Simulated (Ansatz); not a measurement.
C2H4FNOSi (`O[SiH]1CN=C1F`), 10 atoms. The species carries charge 0 and has multiplicity 1. All runs use 4 threads of an Arm Neoverse V2 on a shared host. Correlated methods freeze the cores.

Task: How many basis functions does each run have, and how long does it take in Ansatz? RKS B2PLYP (frozen core)/def2-TZVPP energy; RKS PBE0-D4/def2-SVP energy; RHF-CCSD(T)/def2-SVP energy; RKS PBE0-D4/def2-QZVPP energy; direct RPA on PBE orbitals/def2-TZVPP energy; RKS ωB97M-V/def2-SVP energy; RHF-CCSD(T)/def2-TZVPP energy; RKS PBE0-D4/def2-TZVP relaxation (8 steps); RKS r2SCAN0-D4/def2-TZVPP energy; RKS PBE-QIDH (frozen core)/def2-TZVPP energy; RKS PBE0-D4/def2-TZVP frequencies; RKS r2SCAN-D4/def2-TZVPP energy and forces. (An estimate is asked.)

Result: The calculation gave: Other jobs shared the machine, so times are rough.

| level | job | functions | wall time | peak host memory (GiB) |
| --- | --- | --- | --- | --- |
| RKS PBE0-D4/def2-SVP | energy | 108 | 0.95 s | 0.24 |
| RKS ωB97M-V/def2-SVP | energy | 108 | 3.5 s | 0.33 |
| RKS r2SCAN-D4/def2-TZVPP | energy and forces | 253 | 3.9 s | 0.36 |
| RKS r2SCAN0-D4/def2-TZVPP | energy | 253 | 4.3 s | 0.65 |
| RKS B2PLYP (frozen core)/def2-TZVPP | energy | 253 | 4.6 s | 0.69 |
| RKS PBE-QIDH (frozen core)/def2-TZVPP | energy | 253 | 5 s | 0.69 |
| RHF-CCSD(T)/def2-SVP | energy | 108 | 5.5 s | 0.54 |
| direct RPA on PBE orbitals/def2-TZVPP | energy | 253 | 5.5 s | 0.62 |
| RKS PBE0-D4/def2-QZVPP | energy | 475 | 7 s | 1.7 |
| RKS PBE0-D4/def2-TZVP | relaxation (8 steps) | 216 | 26 s | 0.57 |
| RKS PBE0-D4/def2-TZVP | frequencies | 216 | 2.2 min | 0.59 |
| RHF-CCSD(T)/def2-TZVPP | energy | 253 | 2.7 min | 5.9 |
